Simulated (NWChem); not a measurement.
Two isomers of CH7Si2, doublet, each optimised at B3LYP/6-31G* with NWChem. Flexible species stand in one conformer each, which need not be the lowest. Pople sets run with spherical d functions. Spin-unrestricted.

A: [SiH3][CH][SiH3]
B: [SiH2]C[SiH3]

Which is lower in energy, by how much, and how do their other properties compare?

B is lower by 7.5 kcal/mol in electronic energy; with zero-point energies, B − A = -5.4 kcal/mol.
|  | A | B |
|---|---|---|
| highest occupied level (eV) | -6.61 | -5.68 |
| lowest empty minus highest occupied level, either spin (eV) | 3.66 | 3.14 |
| dipole (D) | 0.61 | 0.87 |
| highest harmonic frequency (cm⁻¹) | 3127 | 3091 |
| zero-point energy (kcal/mol) | 40.1 | 42.2 |
